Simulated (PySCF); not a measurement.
C₂H₈MgN₂, singlet, at a GFN2-xTB geometry (such geometries of metal compounds can be far from the true shape).

Here is a job for PySCF.
```python
from pyscf import gto, scf, dft

mol = gto.M(
    atom='''
Mg    0.023759    0.645541   -1.064314
N     1.830391    1.192248   -0.755104
H     1.980263    1.504406    0.200228
H     2.233408    1.913655   -1.345130
N    -0.890254   -0.461768    0.242683
C    -0.893166    0.073228    1.576850
C    -0.376503   -1.806574    0.246342
H    -1.547442   -0.532002    2.219108
H     0.109363    0.078987    2.045212
H    -1.277015    1.096833    1.556740
H     0.654316   -1.876333    0.638745
H    -1.011257   -2.444048    0.877830
H    -0.389687   -2.201274   -0.773167
''',
    basis='sto-3g',
    charge=0,
    spin=0,
    verbose=4,
    max_memory=1800,
)

mf = dft.RKS(mol)
mf.xc = 'b3lyp'
mf = mf.density_fit(auxbasis='def2-universal-jkfit')
mf.kernel()
```

Q: What does this run give for the number of basis functions, total energy, nuclear repulsion energy, Mulliken (on the basis functions themselves) charges in atom order, HOMO-LUMO gap, dipole moment?

A: 
```yaml
number_of_basis_functions: 37
total_energy: -385.6901 Eh
nuclear_repulsion_energy: 205.7191 Eh
Mulliken (on the basis functions themselves) charges in atom order: Mg1 0.92, N2 -0.62, H3 0.11, H4 0.10, N5 -0.47, C6 -0.15, C7 -0.16, H8 0.05, H9 0.04, H10 0.05, H11 0.04, H12 0.05, H13 0.04
HOMO-LUMO gap: 4.26 eV
dipole_moment: 4.64 D
```
